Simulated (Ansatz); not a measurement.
Reaction (formal exchange of groups at the Sn–C bond): `C[CH](C)[SnH3]` + `C=[C]1[CH2][AlH]1` → `[SnH3]/[CH]=[C]1\[CH2][AlH]1` + propane

Computed with Ansatz on PBE0-D4/def2-TZVP structures; ΔE is electronic, products minus reactants. CCSD(T)/CBS is the MP2 limit (def2-TZVPP, def2-QZVPP) plus CCSD(T) − MP2 in def2-TZVPP, frozen cores. DFT in def2-TZVPP. Elements past krypton have def2 core potentials. For Sn outer-core shells are correlated without core-valence functions, which leaves a few kJ/mol of doubt a bond.

```tsv
level	ΔE (kJ/mol)
r2SCAN-D4	-22.1
ωB97M-V	-19.7
```

What does CCSD(T)/CBS give? (An estimate is asked.)

Computed: -19.4 kJ/mol. The listed levels differ from it by -2.7, -0.3 kJ/mol.

Largest T1 diagnostic among the species: 0.014.

In def2-TZVPP, CCSD(T) changes the Hartree–Fock value by +4.4 kJ/mol (the triples alone add −0.5 kJ/mol) and MP2 by +3.9 kJ/mol.
